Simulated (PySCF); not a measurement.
CH8FNSi2, SMILES C[SiH2][Si@@H](N)F. Atoms are numbered in the order given.

```xyz
13

C      1.9873     0.6430    -1.5505
Si     0.6807    -0.6364    -1.0652
Si    -0.3878     0.0467     0.9034
N     -1.1923     1.5304     0.5632
F     -1.4002    -1.1540     1.3887
H      2.4521     0.3949    -2.5175
H      1.5270     1.6404    -1.6292
H      2.7830     0.6961    -0.7905
H      1.2972    -1.9870    -0.8997
H     -0.3568    -0.7375    -2.1402
H      0.5150     0.3024     2.0598
H     -1.5212     2.1363     1.3098
H     -1.7729     1.6264    -0.2647
```
Charge 0, spin multiplicity 1.

Coordinates come from a B3LYP-D3(BJ)/def2-SVP optimisation. The structure was generated by enumeration; whether it is a known compound was not checked. Other conformers were not sampled.

Vertical ionisation energy (IE) and electron affinity (EA) in eV. Rows of orbital energies are one-electron estimates. Where ΔSCF, EOM or ADC give a negative EA the extra electron is unbound and the value depends on the basis.

```
level                                          IE    EA
-------------------------------------------  ----  ----
−ε(HOMO), −ε(LUMO), B3LYP/def2-TZVP (PySCF)  7.64  0.22
−ε(HOMO), −ε(LUMO), PBE/def2-TZVP (PySCF)     ___   ___
```

**Question.** Some entries are withheld; supply them. (An estimate is asked for; the answer gives what the named calculation found.)

**Answer.** 
- −ε(HOMO), −ε(LUMO), PBE/def2-TZVP (PySCF), IE: 6.52
- −ε(HOMO), −ε(LUMO), PBE/def2-TZVP (PySCF), EA: 0.84
